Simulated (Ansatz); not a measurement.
# Molecular dynamics of FH4O4Ta

Input:

```yaml
crystal:
  periodic: [false, false, false]
  atoms:
    - { symbol: Ta, position_ang: [-0.143782, -0.116174, -0.05817] }
    - { symbol: O, position_ang: [1.757522, -0.225675, 0.011537] }
    - { symbol: H, position_ang: [2.270773, -0.215736, 0.817201] }
    - { symbol: F, position_ang: [-0.064628, -0.025174, 1.872894] }
    - { symbol: O, position_ang: [-0.223075, -0.208015, -1.924815] }
    - { symbol: H, position_ang: [-0.266773, -0.259913, -2.870207] }
    - { symbol: O, position_ang: [-0.986232, 1.590493, 0.038692] }
    - { symbol: H, position_ang: [-1.166376, 2.059303, 0.851337] }
    - { symbol: O, position_ang: [-1.183974, -1.69164, 0.204319] }
    - { symbol: H, position_ang: [-1.412854, -2.049969, 1.059812] }
basis:
  gaussian: { orbitals: def2-SVP }
hamiltonian:
  xc: { name: BHLYP }
md:
  timestep: 0.5
  n_steps: 150
  ensemble: nvt_langevin
  temperature: 300.0
  initial_velocities: maxwell_boltzmann
  seed: 155951
  friction: 0.005
```

Command:

```bash
$ ansatz run input.yaml --threads 2 --pin off --max-ram 3072MiB --backend cpu --events-out ev --progress --plain --runs-dir out
```

It starts from a relaxed structure.

Output, in part (one step line in 2, the closing report, with atoms numbered from 0):

```
md step     0: t =     0.00 fs  T =   270.0 K  F+E_penalty+E_count = -12512.30204957 eV  E_kin = 0.349002 eV  (30 SCF iters)
md step     2: t =     1.00 fs  T =   226.6 K  F+E_penalty+E_count = -12512.25902988 eV  E_kin = 0.292961 eV  (35 SCF iters)
md step     4: t =     2.00 fs  T =   183.3 K  F+E_penalty+E_count = -12512.21466014 eV  E_kin = 0.236951 eV  (36 SCF iters)
md step     6: t =     3.00 fs  T =   202.5 K  F+E_penalty+E_count = -12512.25466942 eV  E_kin = 0.261752 eV  (35 SCF iters)
md step     8: t =     4.00 fs  T =   219.7 K  F+E_penalty+E_count = -12512.27573761 eV  E_kin = 0.284032 eV  (35 SCF iters)
md step    10: t =     5.00 fs  T =   166.7 K  F+E_penalty+E_count = -12512.22310001 eV  E_kin = 0.215539 eV  (36 SCF iters)
md step    12: t =     6.00 fs  T =   138.9 K  F+E_penalty+E_count = -12512.18529872 eV  E_kin = 0.179597 eV  (36 SCF iters)
md step    14: t =     7.00 fs  T =   165.6 K  F+E_penalty+E_count = -12512.20898326 eV  E_kin = 0.214042 eV  (36 SCF iters)
md step    16: t =     8.00 fs  T =   177.6 K  F+E_penalty+E_count = -12512.23327365 eV  E_kin = 0.229613 eV  (35 SCF iters)
md step    18: t =     9.00 fs  T =   145.6 K  F+E_penalty+E_count = -12512.19500436 eV  E_kin = 0.188184 eV  (35 SCF iters)
md step    20: t =    10.00 fs  T =   112.9 K  F+E_penalty+E_count = -12512.15040107 eV  E_kin = 0.145975 eV  (36 SCF iters)
md step    22: t =    11.00 fs  T =   125.2 K  F+E_penalty+E_count = -12512.17459440 eV  E_kin = 0.161777 eV  (36 SCF iters)
md step    24: t =    12.00 fs  T =   138.8 K  F+E_penalty+E_count = -12512.19425497 eV  E_kin = 0.179470 eV  (35 SCF iters)
md step    26: t =    13.00 fs  T =   119.9 K  F+E_penalty+E_count = -12512.15987120 eV  E_kin = 0.155004 eV  (35 SCF iters)
md step    28: t =    14.00 fs  T =    97.8 K  F+E_penalty+E_count = -12512.13613402 eV  E_kin = 0.126412 eV  (36 SCF iters)
md step    30: t =    15.00 fs  T =   120.0 K  F+E_penalty+E_count = -12512.16305071 eV  E_kin = 0.155146 eV  (35 SCF iters)
md step    32: t =    16.00 fs  T =   142.5 K  F+E_penalty+E_count = -12512.19192908 eV  E_kin = 0.184253 eV  (35 SCF iters)
md step    34: t =    17.00 fs  T =   126.3 K  F+E_penalty+E_count = -12512.16801682 eV  E_kin = 0.163198 eV  (35 SCF iters)
md step    36: t =    18.00 fs  T =   103.0 K  F+E_penalty+E_count = -12512.14331579 eV  E_kin = 0.133150 eV  (37 SCF iters)
md step    38: t =    19.00 fs  T =   128.0 K  F+E_penalty+E_count = -12512.17937562 eV  E_kin = 0.165507 eV  (36 SCF iters)
md step    40: t =    20.00 fs  T =   147.1 K  F+E_penalty+E_count = -12512.20429380 eV  E_kin = 0.190161 eV  (35 SCF iters)
md step    42: t =    21.00 fs  T =   134.3 K  F+E_penalty+E_count = -12512.17718975 eV  E_kin = 0.173590 eV  (44 SCF iters)
md step    44: t =    22.00 fs  T =   124.7 K  F+E_penalty+E_count = -12512.15543099 eV  E_kin = 0.161171 eV  (36 SCF iters)
md step    46: t =    23.00 fs  T =   148.5 K  F+E_penalty+E_count = -12512.18187721 eV  E_kin = 0.192005 eV  (36 SCF iters)
md step    48: t =    24.00 fs  T =   162.6 K  F+E_penalty+E_count = -12512.20870215 eV  E_kin = 0.210201 eV  (35 SCF iters)
md step    50: t =    25.00 fs  T =   153.3 K  F+E_penalty+E_count = -12512.18404375 eV  E_kin = 0.198200 eV  (35 SCF iters)
md step    52: t =    26.00 fs  T =   133.4 K  F+E_penalty+E_count = -12512.15612098 eV  E_kin = 0.172400 eV  (36 SCF iters)
md step    54: t =    27.00 fs  T =   163.4 K  F+E_penalty+E_count = -12512.18140687 eV  E_kin = 0.211198 eV  (36 SCF iters)
md step    56: t =    28.00 fs  T =   176.1 K  F+E_penalty+E_count = -12512.20572633 eV  E_kin = 0.227616 eV  (35 SCF iters)
md step    58: t =    29.00 fs  T =   159.7 K  F+E_penalty+E_count = -12512.17710134 eV  E_kin = 0.206412 eV  (35 SCF iters)
md step    60: t =    30.00 fs  T =   139.0 K  F+E_penalty+E_count = -12512.14385140 eV  E_kin = 0.179654 eV  (37 SCF iters)
md step    62: t =    31.00 fs  T =   156.0 K  F+E_penalty+E_count = -12512.16451467 eV  E_kin = 0.201677 eV  (36 SCF iters)
md step    64: t =    32.00 fs  T =   190.5 K  F+E_penalty+E_count = -12512.19743713 eV  E_kin = 0.246248 eV  (35 SCF iters)
md step    66: t =    33.00 fs  T =   185.0 K  F+E_penalty+E_count = -12512.17110314 eV  E_kin = 0.239160 eV  (35 SCF iters)
md step    68: t =    34.00 fs  T =   148.8 K  F+E_penalty+E_count = -12512.13106010 eV  E_kin = 0.192339 eV  (36 SCF iters)
md step    70: t =    35.00 fs  T =   163.5 K  F+E_penalty+E_count = -12512.16002280 eV  E_kin = 0.211327 eV  (35 SCF iters)
md step    72: t =    36.00 fs  T =   205.5 K  F+E_penalty+E_count = -12512.19097814 eV  E_kin = 0.265647 eV  (35 SCF iters)
md step    74: t =    37.00 fs  T =   185.9 K  F+E_penalty+E_count = -12512.15869662 eV  E_kin = 0.240263 eV  (35 SCF iters)
md step    76: t =    38.00 fs  T =   154.4 K  F+E_penalty+E_count = -12512.12523609 eV  E_kin = 0.199557 eV  (37 SCF iters)
md step    78: t =    39.00 fs  T =   170.9 K  F+E_penalty+E_count = -12512.14349592 eV  E_kin = 0.220953 eV  (37 SCF iters)
md step    80: t =    40.00 fs  T =   195.6 K  F+E_penalty+E_count = -12512.17110809 eV  E_kin = 0.252803 eV  (35 SCF iters)
md step    82: t =    41.00 fs  T =   198.4 K  F+E_penalty+E_count = -12512.15571999 eV  E_kin = 0.256460 eV  (36 SCF iters)
md step    84: t =    42.00 fs  T =   171.7 K  F+E_penalty+E_count = -12512.12434732 eV  E_kin = 0.221995 eV  (37 SCF iters)
md step    86: t =    43.00 fs  T =   172.0 K  F+E_penalty+E_count = -12512.12797857 eV  E_kin = 0.222355 eV  (35 SCF iters)
md step    88: t =    44.00 fs  T =   194.2 K  F+E_penalty+E_count = -12512.14770106 eV  E_kin = 0.250992 eV  (35 SCF iters)
md step    90: t =    45.00 fs  T =   178.8 K  F+E_penalty+E_count = -12512.13000344 eV  E_kin = 0.231110 eV  (35 SCF iters)
md step    92: t =    46.00 fs  T =   149.1 K  F+E_penalty+E_count = -12512.09770056 eV  E_kin = 0.192735 eV  (45 SCF iters)
md step    94: t =    47.00 fs  T =   152.6 K  F+E_penalty+E_count = -12512.10360066 eV  E_kin = 0.197275 eV  (37 SCF iters)
md step    96: t =    48.00 fs  T =   175.5 K  F+E_penalty+E_count = -12512.13266721 eV  E_kin = 0.226861 eV  (35 SCF iters)
md step    98: t =    49.00 fs  T =   156.6 K  F+E_penalty+E_count = -12512.12419041 eV  E_kin = 0.202462 eV  (36 SCF iters)
md step   100: t =    50.00 fs  T =   126.7 K  F+E_penalty+E_count = -12512.09033843 eV  E_kin = 0.163802 eV  (37 SCF iters)
md step   102: t =    51.00 fs  T =   135.4 K  F+E_penalty+E_count = -12512.09346105 eV  E_kin = 0.175078 eV  (35 SCF iters)
md step   104: t =    52.00 fs  T =   154.4 K  F+E_penalty+E_count = -12512.12132378 eV  E_kin = 0.199613 eV  (36 SCF iters)
md step   106: t =    53.00 fs  T =   143.4 K  F+E_penalty+E_count = -12512.11474799 eV  E_kin = 0.185352 eV  (35 SCF iters)
md step   108: t =    54.00 fs  T =   122.7 K  F+E_penalty+E_count = -12512.09324503 eV  E_kin = 0.158575 eV  (36 SCF iters)
md step   110: t =    55.00 fs  T =   135.6 K  F+E_penalty+E_count = -12512.10232111 eV  E_kin = 0.175256 eV  (36 SCF iters)
md step   112: t =    56.00 fs  T =   153.2 K  F+E_penalty+E_count = -12512.12566136 eV  E_kin = 0.198048 eV  (35 SCF iters)
md step   114: t =    57.00 fs  T =   156.7 K  F+E_penalty+E_count = -12512.13054561 eV  E_kin = 0.202579 eV  (35 SCF iters)
md step   116: t =    58.00 fs  T =   173.7 K  F+E_penalty+E_count = -12512.13714130 eV  E_kin = 0.224575 eV  (35 SCF iters)
md step   118: t =    59.00 fs  T =   175.5 K  F+E_penalty+E_count = -12512.14264045 eV  E_kin = 0.226818 eV  (44 SCF iters)
md step   120: t =    60.00 fs  T =   195.0 K  F+E_penalty+E_count = -12512.14763142 eV  E_kin = 0.252012 eV  (35 SCF iters)
md step   122: t =    61.00 fs  T =   187.7 K  F+E_penalty+E_count = -12512.15005080 eV  E_kin = 0.242683 eV  (35 SCF iters)
md step   124: t =    62.00 fs  T =   184.2 K  F+E_penalty+E_count = -12512.14444861 eV  E_kin = 0.238056 eV  (35 SCF iters)
md step   126: t =    63.00 fs  T =   181.8 K  F+E_penalty+E_count = -12512.14333018 eV  E_kin = 0.235032 eV  (35 SCF iters)
md step   128: t =    64.00 fs  T =   193.6 K  F+E_penalty+E_count = -12512.15202339 eV  E_kin = 0.250211 eV  (35 SCF iters)
md step   130: t =    65.00 fs  T =   200.6 K  F+E_penalty+E_count = -12512.15718068 eV  E_kin = 0.259241 eV  (35 SCF iters)
md step   132: t =    66.00 fs  T =   192.1 K  F+E_penalty+E_count = -12512.16186135 eV  E_kin = 0.248329 eV  (35 SCF iters)
md step   134: t =    67.00 fs  T =   197.4 K  F+E_penalty+E_count = -12512.16585354 eV  E_kin = 0.255179 eV  (35 SCF iters)
md step   136: t =    68.00 fs  T =   189.9 K  F+E_penalty+E_count = -12512.15797947 eV  E_kin = 0.245452 eV  (35 SCF iters)
md step   138: t =    69.00 fs  T =   178.3 K  F+E_penalty+E_count = -12512.16297898 eV  E_kin = 0.230507 eV  (35 SCF iters)
md step   140: t =    70.00 fs  T =   177.9 K  F+E_penalty+E_count = -12512.17577202 eV  E_kin = 0.229998 eV  (35 SCF iters)
md step   142: t =    71.00 fs  T =   181.0 K  F+E_penalty+E_count = -12512.18152242 eV  E_kin = 0.233940 eV  (35 SCF iters)
md step   144: t =    72.00 fs  T =   173.2 K  F+E_penalty+E_count = -12512.17640713 eV  E_kin = 0.223873 eV  (44 SCF iters)
md step   146: t =    73.00 fs  T =   182.6 K  F+E_penalty+E_count = -12512.16341880 eV  E_kin = 0.236022 eV  (35 SCF iters)
md step   148: t =    74.00 fs  T =   196.5 K  F+E_penalty+E_count = -12512.17343338 eV  E_kin = 0.253997 eV  (35 SCF iters)
md step   150: t =    75.00 fs  T =   213.9 K  F+E_penalty+E_count = -12512.19852269 eV  E_kin = 0.276510 eV  (45 SCF iters)
Total energy: -12512.19872997 eV, -459.8148222533 hartree
Atom 0 at    -0.159896    -0.139380    -0.076991 Å, force     0.819545     0.424616     1.588055 eV/Å
Atom 1 at     1.762336    -0.143687     0.020243 Å, force    -0.558373    -0.086746    -0.420132 eV/Å
Atom 2 at     2.191137     0.030871     0.850132 Å, force     0.150679     0.085361     0.295050 eV/Å
Atom 3 at     0.011766     0.380392     1.821459 Å, force    -0.285820    -0.265003    -0.759170 eV/Å
Atom 4 at    -0.154009    -0.385378    -1.911740 Å, force    -0.147628    -0.186252     0.274161 eV/Å
Atom 5 at    -0.228162    -0.215676    -2.827487 Å, force     0.009995     0.096549    -0.947199 eV/Å
Atom 6 at    -1.191280     1.469941    -0.210155 Å, force     0.397125    -0.873194    -1.086179 eV/Å
Atom 7 at    -1.493957     1.900850     0.560860 Å, force    -0.365697     0.754180     1.109874 eV/Å
Atom 8 at    -1.046689    -1.726176     0.446666 Å, force     0.189236     0.370360    -0.830572 eV/Å
Atom 9 at    -1.298611    -2.068360     1.284664 Å, force    -0.209063    -0.319869     0.776112 eV/Å
Dipole moment:    -0.187206    -0.062746    -0.029733 e Å
```

The run went to its last step. The mean temperature of the second half is 43 % below the set value. A run of 0.075 ps of so small a system gives no equilibrium averages.

The same pairs are bonded in the first frame and the last. Pairs count as bonded within 1.25 times the sum of covalent radii (0.12 Å more for H–H).

Last frame:

```xyz
10
Properties=species:S:1:pos:R:3
Ta -0.160 -0.139 -0.077
O 1.762 -0.144 0.020
H 2.191 0.031 0.850
F 0.012 0.380 1.821
O -0.154 -0.385 -1.912
H -0.228 -0.216 -2.828
O -1.191 1.470 -0.210
H -1.494 1.901 0.561
O -1.047 -1.726 0.447
H -1.299 -2.068 1.285
```

The run took 12 min on 2 threads of Intel(R) Xeon(R) Platinum 8259CL CPU @ 2.50GHz (Skylake/Cascade Lake) (shared host), peak memory 0.33 GiB.
